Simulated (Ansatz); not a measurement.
```yaml
crystal:
  periodic: [false, false, false]
  atoms:
    - {symbol: C, position_ang: [0.498702, -1.720377, -0.036219]}
    - {symbol: N, position_ang: [0.072450, -0.373701, -0.045378]}
    - {symbol: W, position_ang: [-0.420059, 1.253274, -0.032868]}
    - {symbol: F, position_ang: [-2.288757, 1.196944, 0.025174]}
    - {symbol: F, position_ang: [-0.684596, 1.696860, -1.830611]}
    - {symbol: Cl, position_ang: [-0.504322, 1.733299, 2.212274]}
    - {symbol: Cl, position_ang: [1.574118, 2.382733, -0.191828]}
    - {symbol: H, position_ang: [1.539133, -1.780152, -0.367476]}
    - {symbol: H, position_ang: [0.422158, -2.124196, 0.977143]}
    - {symbol: H, position_ang: [-0.125726, -2.315882, -0.707312]}
basis:
  gaussian: {orbitals: def2-SVP}
total_charge: -1
magnetization: {spin_polarized: true, initial_magnetization: 1}
hamiltonian: {xc: {name: HF}}
correlation: {active_space: {window: {electrons: 3, orbitals: 2}}}
scf: {lower_state_search: off}
output: {forces: true}
```

```sh
$ ansatz run in.yaml --threads 4 --pin off --events-out ev --progress --plain --max-ram 11315MiB
```

Question: How does Ansatz answer? (An estimate is asked.)

Answer: Computed: The input was rejected before any iteration.
```
Error: invalid value for `correlation.active_space`: it starts from restricted Hartree–Fock orbitals; set hamiltonian.xc: hf without magnetization.spin_polarized
```
